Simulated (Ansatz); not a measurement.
The same molecule with X = B, Al, In. Ansatz, PBE0-D4/def2-TZVP geometries, multiplicity 1. Each molecule was computed in one conformer, which needn't be the lowest.

Elements past krypton have def2 core potentials.

```
 X         molecule  mean X–Cl bond length / Å  mean X–H bond length / Å  mean X–O bond length / Å  LUMO energy (PBE/def2-TZVPP) / eV  ideal-gas entropy at 298 K and 1 bar (rigid rotor, harmonic PBE0-D4/def2-TZVP) / J/(mol·K)  HOMO energy (PBE/def2-TZVPP) / eV
 B          `COBCl`                      1.755                     1.195                     1.334                              -1.28                                                                                         303                              -7.34
Al  `C[O][AlH][Cl]`                      2.097                     1.563                     1.672                              -1.51                                                                                         333                              -6.96
```

Task: Give the row for X = In, `C[O][InH][Cl]`. (An estimate is asked.)

Result: Computed: 
| X | molecule | mean X–Cl bond length / Å | mean X–H bond length / Å | mean X–O bond length / Å | LUMO energy (PBE/def2-TZVPP) / eV | ideal-gas entropy at 298 K and 1 bar (rigid rotor, harmonic PBE0-D4/def2-TZVP) / J/(mol·K) | HOMO energy (PBE/def2-TZVPP) / eV |
| --- | --- | --- | --- | --- | --- | --- | --- |
| In | `C[O][InH][Cl]` | 2.332 | 1.688 | 1.962 | -2.24 | 358 | -6.32 |

From B to In the mean X–Cl bond length rises at each step, by 0.577 Å in all; the mean X–H bond length rises at each step, by 0.493 Å in all; the mean X–O bond length rises at each step, by 0.628 Å in all; the LUMO energy (PBE/def2-TZVPP) falls at each step, by 0.96 eV in all; the ideal-gas entropy at 298 K and 1 bar (rigid rotor, harmonic PBE0-D4/def2-TZVP) rises at each step, by 55 J/(mol·K) in all; the HOMO energy (PBE/def2-TZVPP) rises at each step, by 1.02 eV in all. Bonds lengthen as the atom grows down the group.
